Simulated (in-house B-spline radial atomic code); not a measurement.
A fraction x of an electron is moved 3p → 4p in the germanium ion Ge⁺, starting from [Ar] 3d10 4s2 4p1 and keeping the highest spin. Computed with a B-spline radial code for spherical atoms: scalar-relativistic (X2C) B97-1, spin-polarised, spherical fractional occupations, Fermi nucleus of rms radius 4.0742 fm.

Caution: exact exchange at fractional occupations of open shells leaves self-interaction of up to several eV.

```json
{"x": "0", "E(x) - E(0) (eV)": "0.0000", "3p down level (eV)": "-130.177", "4p up level (eV)": "-11.249"}
{"x": "0.125", "E(x) - E(0) (eV)": "14.9081", "3p down level (eV)": "-131.223", "4p up level (eV)": "-11.623"}
{"x": "0.25", "E(x) - E(0) (eV)": "29.9000", "3p down level (eV)": "-132.265", "4p up level (eV)": "-11.995"}
{"x": "0.375", "E(x) - E(0) (eV)": "?", "3p down level (eV)": "?", "4p up level (eV)": "?"}
{"x": "0.5", "E(x) - E(0) (eV)": "60.1334", "3p down level (eV)": "-134.332", "4p up level (eV)": "-12.737"}
{"x": "0.625", "E(x) - E(0) (eV)": "?", "3p down level (eV)": "?", "4p up level (eV)": "?"}
{"x": "0.75", "E(x) - E(0) (eV)": "90.6962", "3p down level (eV)": "-136.379", "4p up level (eV)": "-13.475"}
{"x": "0.875", "E(x) - E(0) (eV)": "106.0996", "3p down level (eV)": "-137.393", "4p up level (eV)": "-13.842"}
{"x": "1", "E(x) - E(0) (eV)": "121.5837", "3p down level (eV)": "-138.403", "4p up level (eV)": "-14.209"}
```

(1) What belongs in the row x = 0.375?

(2) What belongs in the row x = 0.625?

(3) Check Janak's theorem between x = 0.125 and 0.25.

Results:

(1) An energy change of 44.9753 eV; 3p down at -133.301 eV, 4p up at -12.367 eV.

(2) An energy change of 75.3739 eV; 3p down at -135.358 eV, 4p up at -13.107 eV.

(3) The slope of the energy is 119.94 eV; the orbital levels give 119.94 eV (ε of the receiving orbital less ε of the emptying one, averaged over the two points).
